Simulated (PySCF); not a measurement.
SMILES Cl[Si](Cl)(Cl)[SiH2]Cc1ccccc1 at its GFN2-xTB optimised geometry (Å):

```
21

Cl    -0.8054     0.4933     3.5334
Si    -2.2051    -0.9608     3.2783
Cl    -2.6148    -1.7073     5.1264
Cl    -3.9029    -0.0253     2.6669
Si    -1.4994    -2.6416     1.8290
C     -1.4586    -1.9531     0.0450
C     -0.6998    -0.6635     0.0000
C     -1.3672     0.5552     0.0033
C     -0.6625     1.7455     0.0050
C      0.7215     1.7344     0.0057
C      1.3962     0.5252     0.0000
C      0.6901    -0.6635     0.0000
H     -0.1525    -3.0912     2.2044
H     -2.3937    -3.8061     1.8672
H     -2.4764    -1.7959    -0.3138
H     -0.9910    -2.6845    -0.6145
H     -2.4478     0.5711     0.0025
H     -1.1964     2.6845     0.0084
H      1.2721     2.6632     0.0105
H      2.4764     0.5089    -0.0013
H      1.2183    -1.6066    -0.0038
```

Computed with PBE0/def2-SVP (PySCF).

Map of the log10 of the electron density (e/bohr³), floored at −4 on the plane z = 1.0 Å:

```
|                               |
|                               |
|                               |
|          ....   ....          |
|         .:--:::::--:.         |
|        .:-===---====-.        |
|        :-=++++==++++=:.       |
|       .:=+*********+=-.       |
|       .-=+*########*=-.       |
|      .:-=*##%%%%%%#*+-:.      |
|   ...:-=+*#%%%%%%%#*+=-:.     |
| .:::--=+*##%%###%%##*+=-:     |
|.:-====+*##%%##*##%%##*+=-.    |
|:-==+++**#%%%#***#%%%#**=-:    |
|-=+++++**#%%%#***#%%%#**=-:    |
|-=++++++**#%%#####%%#**+=-.    |
|-=+++++++**#%%%#%%%#**+=-:     |
|:==++===++*#%%%%%%%#*+=-:.     |
|.--=====+*##%%%##%##*=-:.      |
| .:---=+*#%%%######*+=-.       |
|  .::-+*#%@@%#******+=:.       |
|   .:=+*%@@@@%*+++++=-:        |
|   .:=+*%@@@@%#++===-:.        |
|   .:=+*%@@@@%#*+=--:.         |
|   .-=+*#%%%%##*+=-:.          |
|   .-=*##%%###*+=-:.           |
|   .-=*####***++=-:            |
|   .-=+*##*++===-:.            |
|    :-++**+==--::.             |
|    .:-====--::..              |
|     .:---::..                 |
```
Scale: ten equal steps from -4.00 (start of ' ') to -0.929 (end of '@'), in the order ' .:-=+*#%@'; x runs from -5.00 to 5.00, y from -5.00 (bottom) to 5.00 (top).
